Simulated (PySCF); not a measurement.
A GIAO shielding run with PySCF (density fitting, non-relativistic, gas phase) on SMILES C[Si@@H](/C=C/[S@@](C)=O)O[SiH3], C4H12O2SSi2:

```
$ OMP_NUM_THREADS=1 python probes_run.py task.json out

{"job": {"kind": "nmr", "xc": "PBE0", "basis": "pcSseg-1"}, "charge": 0, "multiplicity": 1}
C      2.301528    -2.258655     0.397521
Si     1.340035    -0.930284    -0.555122
C     -0.478639    -0.953409    -0.055981
C     -1.110701     0.021105     0.566762
S     -2.876019    -0.131944     0.987078
C     -3.380021     1.160752    -0.246990
O     -3.303719    -1.417430     0.431958
O      1.959455     0.528818    -0.196803
Si     2.147382     2.035130     0.361990
H      2.193401    -2.139894     1.472590
H      3.361856    -2.213798     0.166763
H      1.948779    -3.252154     0.139282
H      1.474297    -1.041327    -2.009889
H     -1.078863    -1.823980    -0.300570
H     -0.654862     0.942038     0.891303
H     -2.945862     2.107439     0.051977
H     -3.035565     0.866761    -1.232055
H     -4.463257     1.221121    -0.233580
H      3.465761     2.453981    -0.101555
H      1.074157     2.857803    -0.201928
H      2.051937     1.984869     1.821481
```

Hardware: 1 thread of an Arm Neoverse N1, shared host. The job also computes population analyses, field gradients.

(1) How large is the calculation?

(2) How long does it take, and how much memory does it need?

Answers

(1) 96 electrons, 234 basis functions and 1285 auxiliary functions.

(2) 100 s of wall time, with 15 SCF cycles and 5 response iterations; peak memory 1.1 GiB. Times on a shared host scatter by some tens of per cent.
